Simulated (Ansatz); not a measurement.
Compare A (`CC(=S)O[SiH2]O`) with its isomer B (`O=COC[SiH2]S`).

Gas-phase electronic energies from Ansatz, PBE0-D4/def2-TZVP geometries. CCSD(T)/CBS adds triple-zeta CCSD(T) − MP2 to the extrapolated MP2 energy (def2 sets, frozen cores). Functionals use def2-TZVPP. B3LYP here is the variant with VWN-RPA as its local correlation; programs differ in this. Each species was taken in one conformer, which may not be the lowest.

Problem. Which isomer does CCSD(T)/CBS put lower? Give the gap. (Best estimate.)

Solution. Computed: A, by 161.1 kJ/mol.

Problem. Give E(B) − E(A) in kJ/mol with r2SCAN-D4, B3LYP, ωB97M-V, HF/def2-TZVPP, CCSD(T)/def2-TZVPP, PBE0-D4, MP2/def2-TZVPP. (Estimate.)

Solution. The calculation gave: r2SCAN-D4 149.0, B3LYP 148.7, ωB97M-V 150.7, HF/def2-TZVPP 152.1, CCSD(T)/def2-TZVPP 154.3, PBE0-D4 139.6, MP2/def2-TZVPP 167.0. None reverses the order clearly.

Largest T1 diagnostic: 0.015.

From PBE to PBE0 (25 % exact exchange), in def2-TZVPP and without D4, E(B) − E(A) moves by +8.2 kJ/mol.
